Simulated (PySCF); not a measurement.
PySCF input file for C3H7NOSi, SMILES C1=CO[SiH2]NC1, SMD-PBE0/def2-SVP. The structure is a stationary point at B3LYP-D3(BJ)/def2-SVP. The structure was generated by enumeration, and PubChem lists no compound with its InChIKey, so it may never have been made. One conformer was computed; it need not be the lowest.

```python
import numpy as np
from pyscf import gto, scf, dft
from pyscf.solvent import smd

mol = gto.M(
    atom='''
    C     1.32233894   -0.97416521   -0.28766811
    C     1.56038881    0.24608768    0.21788286
    O     0.62512290    1.17188844    0.56999775
    Si   -0.98043753    0.95025595    0.09274958
    N    -1.12892956   -0.75592320   -0.07192743
    C    -0.02815222   -1.60000007   -0.52534065
    H     2.19197325   -1.58688736   -0.53751374
    H     2.58178914    0.60227717    0.38595073
    H    -1.16134236    1.75736739   -1.15026691
    H    -1.90484252    1.45919759    1.13876293
    H    -2.02945388   -1.21921400   -0.03808112
    H    -0.11730911   -1.86705391   -1.60132835
    H    -0.06061846   -2.56444991    0.01824782
    ''',
    basis='def2-SVP',
    charge=0,
    spin=0,
    max_memory=1600,
    verbose=3,
)
mf = dft.RKS(mol, xc='pbe0').density_fit(auxbasis='def2-universal-jkfit')
mf.grids.level = 3
mf.conv_tol = 1e-9
mf.max_cycle = 100
mf.kernel()
res = {}
for name in ['water', 'methanol', 'chloroform']:
    s = mf.SMD()
    s.with_solvent.solvent, s.with_solvent.sasa_ng = name, 194
    s.kernel(mf.make_rdm1())
    res[name] = (s.e_tot, s.with_solvent.get_cds(), s.dip_moment(), s.mo_energy, s.converged)
    print(f'SMD {name}: dG(solv) = {(s.e_tot - mf.e_tot) * 627.509474:.3f} kcal/mol, of which CDS {res[name][1] * 627.509474:.3f}')
```

Log of the run:

```
converged SCF energy = -537.344441465857
converged SCF energy = -537.347241151044
Dipole moment(X, Y, Z, Debye): -1.22077, -2.31735, -0.91007
SMD water: dG(solv) = -1.757 kcal/mol, of which CDS 3.368
converged SCF energy = -537.351267162314
Dipole moment(X, Y, Z, Debye): -1.21054, -2.29363, -0.89887
SMD methanol: dG(solv) = -4.283 kcal/mol, of which CDS 0.672
converged SCF energy = -537.350776176722
Dipole moment(X, Y, Z, Debye): -1.10877, -2.02826, -0.77159
SMD chloroform: dG(solv) = -3.975 kcal/mol, of which CDS -0.927
```

The run converged.

Cost: roughly 80 core-seconds.
